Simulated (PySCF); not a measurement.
C4H10N2, SMILES NC[C@@H](C=C)N. Atoms are numbered in the order given.

```xyz
16

C      2.2249     0.3621    -1.0228
C      1.0658     0.5445    -0.3840
C      0.1852    -0.5522     0.1622
N      0.0621    -0.5077     1.6242
C     -1.2282    -0.5378    -0.4636
N     -2.0812     0.5921    -0.1337
H      2.6156    -0.6435    -1.2141
H      2.8274     1.2021    -1.3796
H      0.7112     1.5696    -0.2055
H      0.6416    -1.5220    -0.1032
H     -0.3238     0.3978     1.8997
H      0.9891    -0.5464     2.0488
H     -1.7419    -1.4569    -0.1375
H     -1.1249    -0.5956    -1.5602
H     -1.6600     1.4817    -0.3968
H     -2.2871     0.6236     0.8636
```
Charge 0, spin multiplicity 1.

Geometry optimised at B3LYP-D3(BJ)/def2-SVP. The values are those of a single conformer.

Computed with PBE0/pcSseg-1 (PySCF).

GIAO shieldings, no solvent; atoms listed in one row are averaged. δ = σ(ref) − σ: ¹³C against TMS (σ = 186.3 ppm); ¹⁵N against NH3 (σ = 267.4 ppm); ¹H against TMS (σ = 31.56 ppm), references at their B3LYP-D3(BJ)/def2-TZVP geometries, non-relativistic.

Computed chemical shifts:
```
nucleus   atoms  count  δ (ppm)
-------  ------  -----  -------
¹³C          C2      1    153.0
¹³C          C1      1    122.3
¹³C          C3      1     61.9
¹³C          C5      1     53.5
¹⁵N          N4      1     53.3
¹⁵N          N6      1     16.8
¹H           H9      1     6.34
¹H       H7, H8      2     5.56
¹H          H13      1     3.28
¹H          H14      1     3.01
¹H          H10      1     2.87
¹H          H11      1     0.99
¹H          H16      1     0.77
¹H          H12      1     0.74
¹H          H15      1     0.23
```
